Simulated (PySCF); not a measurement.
## One change at a time: excitation energies

The calculation used TDDFT B3LYP/def2-SVPD, vertical, gas phase, core orbitals frozen in the response in PySCF 2.14.0, density-fitted response routines. Geometries: GFN2-xTB; one conformer of each isolated species. Triplets are in the Tamm–Dancoff approximation. 'Strongest' means the level of largest summed f among the lowest 8 singlets; it needn't be the same kind of state in each.

Parent: `C/C(C#N)=N/[SiH2]C=O`, with lowest singlet excitation energy 3.13 eV, lowest triplet energy 2.49 eV, HOMO energy -6.99 eV, energy of the strongest computed level 6.08 eV. Its spectrum: 3.13 eV (f 0.010); 3.67 eV (f 0.005); 3.75 eV (f 0.067); 5.01 eV (f 0.016); 5.92 eV (f 0.011).

Shifts from the parent:

```tsv
change	SMILES	Δ S1 (eV)	Δ T1 (eV)	Δ HOMO (eV)	Δ strongest (eV)
ring closed by a new C-C bond	N#CC1=N[SiH2]C(=O)C1	-0.22	-0.08	-0.04	-0.11
ring closed by a new Si-C bond	N#CC1=N[Si@H](C=O)C1	-0.08	-0.10	-0.57	-1.81
terminal C group replaced by H	N#C/C=N/[SiH2]C=O	-0.02	-0.01	-0.20	+0.01
CH2 replaced by C=O	N#C/C(C=O)=N\[SiH2]C=O	-0.46	-0.39	-0.45	-3.29
```

Question: Predict the same shifts for this change: H on Si replaced by OH (`C/C(C#N)=N/[Si@@H](O)C=O`).

Answer: Δ lowest singlet excitation energy -0.10 eV, Δ lowest triplet energy -0.08 eV, Δ HOMO energy +0.06 eV, Δ energy of the strongest computed level +0.02 eV. Spectrum: 408 nm (f 0.018); 348 nm (f 0.001); 326 nm (f 0.065); 246 nm (f 0.003); 219 nm (f 0.004). S1 falls most with CH2 replaced by C=O (-0.46 eV); all changes lower it. S1 is simply the lowest singlet of each species and needn't be the same kind of state throughout. Over these 5 changes the shifts of S1 and of the HOMO–LUMO gap correlate with r = 0.80.
